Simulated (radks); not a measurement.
The numbers below are computed, except where a source is named.
These are the eigenvalues of the occupied orbitals of an atom or ion with whole-number occupations (eV). Code: a radial shooting solver on a logarithmic mesh with Libxc functionals. Model: Dirac Kohn-Sham, PBE, spin-unpolarised, spherical densities, finite nucleus; Fermi nuclear charge, rms radius of each element as measured or else 0.836 A^(1/3) + 0.57 fm.

1s1/2: -55430.14
2s1/2: -9272.142
2p1/2: -8826.195
2p3/2: -7969.279
3s1/2: -2075.845
3p1/2: -1880.533
3p3/2: -1701.546
3d3/2: -1366.401
3d5/2: -1327.294
4s1/2: -415.2042
4p1/2: -337.6189
4p3/2: -297.4862
4d3/2: -169.7119
4d5/2: -162.4308
5s1/2: -56.8407
5p1/2: -35.9854
5p3/2: -30.9718
4f5/2: -10.1896
4f7/2: -9.2117
6s1/2: -8.9491

Which element is it, and in what charge state? The configuration may be excited. Open shells, if any, are shared by 2j + 1.

Answer. Z = 67, holmium, charge +1: Ho+ in [Xe] 4f11 6s1. The list shows which subshells hold electrons but not how many an open one holds; the 1s level, -2037 hartree, gives Z - s = 63.8 by -(Z - s)^2/2, which with screening and relativity narrows Z to a few neighbours, and the depths of the outer levels then fix element, charge and occupations together.
